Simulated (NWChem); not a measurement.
Species: trimethylarsine (C₃H₉As); SMILES C[As](C)C

Program: NWChem. The level has its own optimisation; frequencies are unscaled.

Q: Estimate the computed values for BLYP/def2-SVP. Quantities: r As–C (Å); r C–H (Å); highest harmonic frequency (cm⁻¹); lowest (cm⁻¹); zero-point energy (kcal/mol); dipole (D).

A: 
```json
{
  "r As–C (Å)": "2.012",
  "r C–H (Å)": "1.108",
  "highest harmonic frequency (cm⁻¹)": "3054",
  "lowest (cm⁻¹)": "143",
  "zero-point energy (kcal/mol)": "66.9",
  "dipole (D)": "0.77"
}
```
